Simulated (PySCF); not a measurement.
## Bond curve of BeS

Set-up: Be jorge-DZP-DKH, S jorge-DZP-DKH; spin-free X2C with a Gaussian nucleus (PySCF 2.14). Energies in eV from Be + S in their ground configurations at the same level. State: ¹Σ⁺ (singlet), closed shell.

All columns are LC-ωPBE. A positive dipole means Be(−)S(+).

```csv
R (Å),E (eV),μ (D),Mulliken charge on Be (basis-dependent),HOMO (eV),LUMO (eV),Mayer bond order,⟨S²⟩
1.509,-2.047,-4.90,-0.23,-9.91,-1.38,2.73,0.00
1.579,-2.649,-5.16,-0.15,-9.71,-1.54,2.68,0.00
1.650,-2.971,-5.41,-0.08,-9.53,-1.70,2.62,0.00
1.702,-3.073,-5.58,-0.02,-9.41,-1.82,2.58,0.00
1.755,-3.082,-5.74,0.02,-9.31,-1.94,2.53,0.00
1.808,-3.018,-5.89,0.07,-9.21,-2.06,2.48,0.00
1.878,-2.846,-6.07,0.12,-9.10,-2.22,2.41,0.00
1.966,-2.536,-6.24,0.18,-8.98,-2.41,2.31,0.00
2.071,-2.085,-6.37,0.23,-8.89,-2.60,2.18,0.00
2.211,-1.441,-6.38,0.29,-8.82,-2.79,1.96,0.00
```

A fit through these points gives, at Re = 1.734 Å, μ = -5.68 D and dμ/dR = -3.07 D/Å; the reduced mass is 7.03 u.

Q: How strong is the fundamental in the double-harmonic approximation, I = 42.26·(dμ/dR)²/μred km/mol?

A: I = 42.26·(-3.07)²/7.03 = 56.7 km/mol at LC-ωPBE.
